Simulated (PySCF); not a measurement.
**Frontier orbitals and the lowest excitations**

C6H11F3.
Z-matrix (Å and degrees, PBE0-D3(BJ)/def2-SVP geometry), rows numbered from 1:
```
C 
C   1  1.5240
C   2  1.5183  1  110.20
F   3  1.3568  2  109.44  1    58.79
F   3  1.3563  2  110.20  1   176.19
C   2  1.5413  1  114.41  3  -127.34
C   6  1.5255  2  111.64  1   -77.33
C   6  1.5168  2  113.61  1    46.34
F   8  1.3782  6  111.66  2    52.34
H   1  1.1011  2  111.33  3    60.21
H   1  1.0998  2  111.40  3  -179.08
H   1  1.0984  2  110.41  3   -59.37
H   2  1.1047  1  108.76  3   113.36
H   3  1.1012  2  113.43  1   -62.40
H   6  1.1026  2  106.90  1   164.98
H   7  1.1018  6  111.75  2    61.47
H   7  1.0996  6  110.78  2   -58.59
H   7  1.1010  6  111.39  2  -178.28
H   8  1.1040  6  110.92  2   -68.07
H   8  1.1030  6  110.16  2   172.46
```

Theory: TDDFT CAM-B3LYP/def2-SVPD, vertical, gas phase, core orbitals frozen in the response in PySCF.

Frontier orbitals with the atoms that hold most of them (Löwdin shares over 4%, at most four atoms; ? is withheld):

| orbital | ε (eV) | atoms |
| --- | --- | --- |
| LUMO+2 | 1.82 | H15 11%, H11 10%, C1 10%, F5 9% |
| LUMO+1 | 1.61 | F9 14%, C8 10%, C7 9%, H17 9% |
| LUMO | 1.15 | ? |
| HOMO | -10.57 | C3 17%, C2 16%, F5 10%, F4 10% |
| HOMO-1 | -10.85 | ? |
| HOMO-2 | -10.88 | C6 16%, C2 14%, C8 14%, F9 11% |
| HOMO-3 | -11.74 | F9 33%, C8 16%, C7 8%, C1 7% |

Q: Which atoms hold the HOMO-1, and with what shares?

A: C6 (bonded to 3 C and H) 22%; C8 (bonded to C, F and 2 H) 12%; H15 (bonded to C) 12%; C2 (bonded to 3 C and H) 11%. By element: carbon 45% or more, hydrogen 12% or more.

Q: Give the leading atoms of the LUMO.

A: C7 (bonded to C and 3 H) 19%; C1 (bonded to C and 3 H) 9%; C8 (bonded to C, F and 2 H) 9%; H18 (bonded to C) 8%. By element: carbon 37% or more, hydrogen 8% or more.

Q: How does S1 compare with the orbital gap of 11.72 eV?

A: S1 is at 9.05 eV (f = 0.013), 2.67 eV below the gap, made of HOMO→LUMO (54%), HOMO-2→LUMO (17%). Without the coupling terms of the response equations the lowest excitation would equal the gap.

Next come S2 at 9.08 eV (f 0.0026), HOMO-1→LUMO (77%); S3 at 9.25 eV (f 0.019), HOMO→LUMO (30%), HOMO-2→LUMO (29%), HOMO→LUMO+1 (12%); S4 at 9.31 eV (f 0.043), HOMO-2→LUMO (28%), HOMO→LUMO+1 (23%), HOMO-1→LUMO+1 (19%); S5 at 9.34 eV (f 0.018), HOMO-1→LUMO+1 (41%), HOMO→LUMO+1 (13%).

One conformer stands for the species.

Without π bonds the low states are Rydberg-like; a valence basis with one diffuse set may place them up to an eV too high.
